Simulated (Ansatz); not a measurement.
`C#C[SiH2][AlH][SiH3]` + PH₃ → `[SiH3][AlH][PH2]` + `C#C[SiH3]` at 298.15 K and 1 bar (cleavage of the Al–Si bond).

Isolated molecules relaxed with PBE0-D4/def2-TZVP in Ansatz; ΔE leaves out vibrations. CCSD(T)/CBS is the MP2 limit (def2-TZVPP, def2-QZVPP) plus CCSD(T) − MP2 in def2-TZVPP, frozen cores. This one scheme is used for every species. One conformer a species, not always the lowest.

```
               species  CCSD(T)/CBS energy (Eh)  H − E (kJ/mol)  S (J/(mol·K))
`C#C[SiH2][AlH][SiH3]`               -900.40976           204.0          388.3
                   PH₃               -342.72256            73.1          210.2
    `[SiH3][AlH][PH2]`               -875.62424           148.4          356.3
           `C#C[SiH3]`               -367.52081           128.8          268.3
```

H − E and S are ideal-gas, rigid-rotor, harmonic terms from PBE0-D4/def2-TZVP, for one conformer and one mirror image of each species. 1 Eh = 2625.50 kJ/mol, R = 8.31446 J/(mol·K).

Q: By hand: ΔE, ΔH, ΔS and ΔG.

A: ΔE = (-875.62424) + (-367.52081) − (-900.40976) − (-342.72256) = -0.01273 Eh = -33.4 kJ/mol. Δ(H − E) = 148.4 + 128.8 − 204.0 − 73.1 = 0.1, so ΔH = -33.3 kJ/mol. ΔS = 356.3 + 268.3 − 388.3 − 210.2 = 26.1 J/(mol·K). ΔG = -33.3 − 298.15 × (26.1)/1000 = -41.1 kJ/mol.

Q: By hand: the equilibrium constant, and the temperature at which ΔG would vanish if ΔH and ΔS stayed fixed.

A: log₁₀ K = −ΔG/(RT ln 10) = 7.2. ΔH and −TΔS have one sign here, so there is no such temperature.

ΔH outweighs TΔS. A doubt of 5 kJ/mol in ΔE shifts log₁₀ K by 0.9 here. Other conformers and mirror images would add mixing entropy, several J/(mol·K) or more a flexible species. Modes under 60 cm⁻¹, often nearly free rotors, make the harmonic entropy too high. These are equilibria of isolated gas molecules and say nothing of rates. Largest T1 diagnostic: 0.015 (customary marks: 0.02 for closed shells, 0.045 for open ones).
